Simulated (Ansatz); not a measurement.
C₃H₆AlNO, singlet, geometry from GFN2-xTB (such geometries of metal compounds can be far from the true shape); PBE/6-31G* (Ansatz, a program for electronic structure).

Input for Ansatz:
Ansatz 0.2 input:
```yaml
crystal:
  periodic: [false, false, false]
  atoms:
    - {symbol: Al, position_ang: [-0.78262469, 0.34036499, -0.37993653]}
    - {symbol: C, position_ang: [-2.28824787, -0.95407507, -0.41504362]}
    - {symbol: H, position_ang: [-2.01734979, -1.85347344, -0.97823928]}
    - {symbol: H, position_ang: [-3.20591860, -0.55876862, -0.85803023]}
    - {symbol: H, position_ang: [-2.53586834, -1.29323453, 0.59648193]}
    - {symbol: C, position_ang: [-0.61813001, 2.22014971, -0.99897692]}
    - {symbol: H, position_ang: [0.14513152, 2.31105207, -1.77909423]}
    - {symbol: H, position_ang: [-0.29406759, 2.87207382, -0.18068639]}
    - {symbol: H, position_ang: [-1.54331221, 2.63993244, -1.40197404]}
    - {symbol: N, position_ang: [0.72882657, -0.31947887, 0.35553012]}
    - {symbol: C, position_ang: [1.72821659, -0.75218953, 0.84041713]}
    - {symbol: O, position_ang: [2.69908599, -1.17366062, 1.31170333]}
basis:
  gaussian:
    orbitals: 6-31G*
hamiltonian:
  xc: pbe
```

What the program printed (banner, timings and long lists left out):

```
Functional definition: PBE
1276 factors; their error is unknown
mean field evaluation 1: about -13313.3174 eV, gradient 9.3e1 eV
mean field evaluation 2: about -13285.3156 eV, gradient 1.4e2 eV
mean field evaluation 4: about -13331.7437 eV, gradient 1.6e1 eV
mean field evaluation 8: about -13332.2913 eV, gradient 2.9e-1 eV
mean field evaluation 16: about -13332.2329 eV, gradient 1.9e-4 eV
mean field -13332.23293320 eV, -489.9505233829 hartree, gradient 4.1e-5 eV, S^2 0.000000; 0 other end points of the search recorded, 0 dependent functions left out
reference -13332.23297208 eV, -489.9505248118 hartree; 26, 26 occupied and 80, 80 virtual orbitals, 1276 factors
Total energy: -13332.23297208 eV, -489.9505248118 hartree
```
